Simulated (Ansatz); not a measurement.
C2H4ClNSi, SMILES `N=C=C([SiH3])Cl`, relaxed with RKS PBE-D4/def2-SVP in the Gaussian-basis code of Ansatz from a rough embedded geometry. The force threshold is 0.03 eV/Å; the program also tests the step.

The species carries charge 0 and has multiplicity 1.

Start:

```xyz
9

N     2.073    0.843    0.573
C     1.229    0.276    0.118
C     0.254   -0.378   -0.396
Si   -1.447   -0.034    0.135
Cl    0.696   -1.673   -1.482
H     3.045    0.540    0.221
H    -2.443   -0.868   -0.540
H    -1.764    1.397   -0.257
H    -1.643   -0.103    1.628
```

Q: How much energy does the relaxation release, and in how many steps? (Estimate.)

A: Ansatz gave: 204.83 kJ/mol, in 26 steps, 4 of them rejected.

Q: Which bonds change most? (An estimate is asked.)

A: Ansatz gave: N1–C2 from 1.114 to 1.233 Å; C3–Si4 from 1.816 to 1.877 Å; C2–C3 from 1.282 to 1.331 Å; N1–H6 from 1.077 to 1.034 Å.

Q: Give the relaxed structure. (Best estimate.)

A: Computed: 
```xyz
9

N     2.354    0.792    0.392
C     1.370    0.128    0.060
C     0.279   -0.611   -0.128
Si   -1.469    0.025    0.118
Cl    0.460   -2.287   -0.654
H     2.800    1.371   -0.340
H    -2.243   -0.090   -1.167
H    -1.388    1.465    0.544
H    -2.163   -0.791    1.174
```
